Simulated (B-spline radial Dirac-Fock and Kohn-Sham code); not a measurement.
What relativity does to the binding energies of Te⁴⁺

System: tellurium as Te⁴⁺, configuration 1s2 2s2 2p6 3s2 3p6 3d10 4s2 4p6 4d10 5s2.

Both columns are ΔSCF binding energies of the configuration average from a radial atomic solver: non-relativistic Hartree-Fock with a point nucleus, and Dirac-Fock with a finite nucleus and the Coulomb interaction alone, averaged over the two j levels with weights 2j+1.

```tsv
shell	Hartree-Fock (eV)	Dirac-Fock (eV)	shift (eV)	shift (%)
1s	30756.8	31978.2	+1221.40	+3.97
2s	4712.4	5013.3	+300.86	+6.38
2p	4409.3	4497.6	+88.24	+2.00
3s	1003.4	1067.5	+64.12	+6.39
3p	875.8	895.6	+19.81	+2.26
3d	641.1	632.4	-8.66	-1.35
4s	220.5	233.2	+12.79	+5.80
4p	174.4	177.5	+3.18	+1.82
4d	95.57	93.66	-1.91	-2.00
5s	54.29	56.27	+1.97	+3.64
```

Relativity binds 1s, 2s, 2p, 3s, 3p, 4s, 4p, 5s more strongly, among those listed most of all 3s in relative terms, and 3d, 4d more weakly, because the contracted s and p shells screen the nucleus better.

Values without a named source are computed, but for edge energies of neutral atoms, which are taken from tables.
